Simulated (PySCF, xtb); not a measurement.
C2H4AlClO, SMILES [CH](=C)[Al]([OH])[Cl].

GFN2-xTB run with xtb at its own geometry gives an orbital gap of 4.18 eV and a dipole moment of 2.44 D.

The structure is a stationary point at r2SCAN-D4/def2-SVP. The structure was generated by enumeration; whether it is a known compound was not checked. Other conformers were not sampled.

Q: What does ωB97X/def2-TZVP in PySCF give? (An estimate is asked for; the answer gives what the named calculation found.)

A: gap 11.41 eV (levels -10.56 and 0.85 eV), dipole 1.01 D.
